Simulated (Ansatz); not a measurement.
Consider the cleavage of the Si–Si bond: `O[SiH2][SiH](O)[SiH3]` + `S[SiH](Cl)Cl` → `O[SiH2]S[SiH](Cl)Cl` + `O[SiH2][SiH3]`.

Gas-phase electronic energies from Ansatz, PBE0-D4/def2-TZVP geometries. CCSD(T)/CBS is the MP2 limit (def2-TZVPP, def2-QZVPP) plus CCSD(T) − MP2 in def2-TZVPP, frozen cores. Functionals use def2-TZVPP. B3LYP here is the variant with VWN-RPA as its local correlation; programs differ in this. Each species was taken in one conformer, which may not be the lowest.

`O[SiH2][SiH](O)[SiH3]`:

Z-matrix (Å, degrees):
```
Si
Si 1 2.353
O 1 1.665 2 99.5
H 1 1.492 2 113.9 3 117.5
H 1 1.491 2 114.8 3 -119.0
Si 2 2.339 1 113.0 3 -137.4
O 2 1.659 1 104.7 3 -17.7
H 2 1.494 1 109.5 3 101.4
H 3 0.958 1 118.6 2 175.6
H 6 1.490 2 108.4 1 -63.4
H 6 1.488 2 111.9 1 177.0
H 6 1.488 2 110.6 1 55.4
H 7 0.962 2 113.9 1 18.8
```

`S[SiH](Cl)Cl`:

```xyz
6

S     0.450   -0.207   -1.651
Si    0.120    0.066    0.418
Cl    1.709    1.145    1.094
Cl   -1.617    1.074    0.788
H    -0.705   -0.878   -1.816
H     0.043   -1.201    1.167
```

`O[SiH2]S[SiH](Cl)Cl`:

```xyz
10

O     0.782   -1.983    0.936
Si    0.156   -1.446   -0.474
S    -1.574   -0.190   -0.200
Si   -0.522    1.623   -0.024
Cl    0.928    1.503    1.435
Cl   -1.849    3.077    0.491
H     1.083   -1.318    1.559
H     1.140   -0.654   -1.257
H    -0.315   -2.636   -1.208
H     0.172    2.024   -1.259
```

`O[SiH2][SiH3]`:

```xyz
9

O     1.322    0.045   -1.594
Si   -0.172   -0.290   -0.968
Si   -0.270    0.057    1.351
H     1.666    0.931   -1.472
H    -1.229    0.540   -1.616
H    -0.426   -1.715   -1.295
H    -1.649   -0.208    1.848
H     0.078    1.471    1.672
H     0.679   -0.831    2.074
```

```json
{"level": "B3LYP-D4", "ΔE (kcal/mol)": "-20.0"}
{"level": "B2PLYP", "ΔE (kcal/mol)": "-20.5"}
{"level": "CCSD/def2-TZVPP", "ΔE (kcal/mol)": "-20.2"}
{"level": "SCS-MP2/def2-QZVPP", "ΔE (kcal/mol)": "-22.6"}
```

**Question.** What does CCSD(T)/CBS give? (Estimate.)

**Answer.** Ansatz gave: -21.1 kcal/mol. The listed levels differ from it by 1.1, 0.6, 0.9, -1.5 kcal/mol.

Largest T1 diagnostic among the species: 0.013.

From PBE to PBE0 (25 % exact exchange), in def2-TZVPP and without D4, ΔE moves by −1.0 kcal/mol. The D4 term adds −1.3 kcal/mol with B3LYP and −0.7 kcal/mol with PBE0; it sums over pairs of atoms, weighted by their polarisabilities, and B3LYP, whose exchange is more repulsive, gets the larger term.
